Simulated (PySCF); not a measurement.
**Working with the constants of Cd₂**

PBE0 constants of Cd₂, ¹Σg⁺ (singlet), closed shell (Cd cc-pVDZ-PP with ECP28; scalar-relativistic core potentials (PySCF 2.14); masses 113.9034 and 113.9034 u):

* ωe: 32.0 cm⁻¹
* ωexe: 0.535 cm⁻¹
* Be: 0.023175 cm⁻¹
* αe: 0.000394 cm⁻¹
* D (centrifugal): 4.86e-08 cm⁻¹
* De to Cd + Cd: 0.058 eV

Problem. Give the vibrational terms G(v) and spacings up to v = 6.

Solution. G(v) = ωe(v+½) − ωexe(v+½)².

| v | G(v) (cm⁻¹) | G(v) − G(v−1) | Bv (cm⁻¹) |
| --- | --- | --- | --- |
| 0 | 15.9 |  | 0.02298 |
| 1 | 46.8 | 30.9 | 0.02258 |
| 2 | 76.7 | 29.9 | 0.02219 |
| 3 | 105.4 | 28.8 | 0.02180 |
| 4 | 133.2 | 27.7 | 0.02140 |
| 5 | 159.8 | 26.7 | 0.02101 |
| 6 | 185.4 | 25.6 | 0.02061 |

Problem. How well does the Morse estimate ωe²/(4ωexe) reproduce De, and what is D0?

Solution. It gives 0.059 eV, 102 % of the computed De. D0 = De − G(0) = 0.058 − 0.002 = 0.056 eV.

Closed-shell solutions of metal pairs were not tested for spin polarisation, which can lower them a little. The bond is weak. Basis-set superposition, not corrected here, can be much of De in a small basis, most of all at correlated wavefunction levels. Functionals without a dispersion term scatter widely for such bonds, and LDA overbinds them.
